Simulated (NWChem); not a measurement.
C2H4N2OSi; SMILES O[SiH]1N=CC=N1

Computed with NWChem. The geometry was optimised at B3LYP/6-31G* (spherical d). Level: M06-2X/def2-SVP with SMD, gas-phase geometry; reactions with the solvents are ignored. One conformer.

```
SMD term (kcal/mol)                  water  n-hexane
----------------------------------  ------  --------
distortion of the solute's density    2.00      0.26
polarisation                        -13.54     -4.10
cavity, dispersion and structure      1.94     -0.59
```

Q: Sum the solvation free energies, find the transfer free energy from water to n-hexane and the partition coefficient at 298.15 K.

A: 
1. ΔG(solv, water) = -9.60 kcal/mol and ΔG(solv, n-hexane) = -4.43 kcal/mol (1 M gas to 1 M solution).
2. Transfer: -4.43 − (-9.60) = 5.17 kcal/mol.
3. log₁₀ K(n-hexane/water) = −ΔG/(RT ln 10) = -5.17/1.364 = -3.8, so the model puts more of the solute in water.
4. Of the transfer energy, 7.70 kcal/mol is electrostatic and -2.53 comes from the non-electrostatic term. The two phases are taken as the pure solvents.
